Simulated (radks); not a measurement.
Results of a calculation; reference values are marked as such.
Isoelectronic series with 57 electrons, all held in the configuration [Xe] 5d1 6s2, which need not be the ground one along the series. Level of theory: Dirac Kohn-Sham, PBE, spin-unpolarised, spherical densities, finite nucleus; open shells fill j = l - 1/2 first; Fermi nuclear charge, rms radius of each element as measured or else 0.836 A^(1/3) + 0.57 fm (a radial shooting solver on a logarithmic mesh with Libxc functionals). Total energies (hartree) and orbital eigenvalues (eV) (* marks an orbital that is empty in some or all of the ions):

ion,E (hartree),5d5/2*,5d3/2,6s1/2
La,-8497.1360,-2.9850,-3.1720,-3.6645
Ce+,-8864.3146,-11.2615,-11.5654,-9.8728
Pr2+,-9240.5343,-21.6307,-22.0604,-17.5484
Nd3+,-9625.8312,-33.7143,-34.2824,-26.4638
Pm4+,-10020.2488,-47.3357,-48.0566,-36.5071
Sm5+,-10423.8308,-62.3918,-63.2814,-47.6119
Eu6+,-10836.6745,-78.8147,-79.8900,-59.7344
Gd7+,-11258.8208,-96.5566,-97.8356,-72.8440
Tb8+,-11690.3886,-115.5815,-117.0833,-86.9185
Dy9+,-12131.3207,-135.8620,-137.6069,-101.9409
Ho10+,-12581.8404,-157.3759,-159.3851,-117.8997
Er11+,-13041.9385,-180.1055,-182.4015,-134.7850
Tm12+,-13511.7598,-204.0361,-206.6426,-152.5903

5d5/2 drops below 6s1/2 between La and Ce+. 5d3/2 drops below 6s1/2 between La and Ce+.
